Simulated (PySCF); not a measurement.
**Vanadium: a sound run and one with changed settings**

Sound run: V⁺ [Ar] 3d4, V²⁺ [Ar] 3d3. Calculation: PySCF 2.14, in x2c-SVPall; the spin-free X2C one-electron Hamiltonian (Gaussian nucleus). In the sound run the correlated levels freeze [Ar]. The sound run starts from symmetry-adapted Hartree-Fock orbitals and uses a fine grid where one is needed.

Changed run: basis STO-3G, all-electron and non-relativistic. This setting is unsound on purpose.

| species | method | sound run (hartree) | changed run (hartree) | converged |
| --- | --- | --- | --- | --- |
| V⁺ | UHF | -947.75976 | -932.74344 | yes |
| V⁺ | MN15 | -949.18052 | -932.05421 | yes |
| V⁺ | MP2 | -947.79244 | -932.74384 | yes |
| V²⁺ | UHF | -947.27711 | -932.43195 | yes |
| V²⁺ | MN15 | -948.62253 | -931.70194 | yes |
| V²⁺ | MP2 | -947.28735 | -932.43205 | yes |

Ionisation energy of V⁺:

```
 method  sound run (eV)  changed run (eV)
    UHF          13.134             8.476
  M06-L          14.616             9.318
   MN15          15.184             9.586
    MP2          13.744             8.484
SCS-MP2          13.337             8.479
```

A minimal basis cannot let orbitals breathe on ionisation and holds almost no correlation. The Hamiltonian changed with the basis, so the totals do not compare.

For comparison, NIST gives 14.634 ± 0.007 eV between the lowest levels.
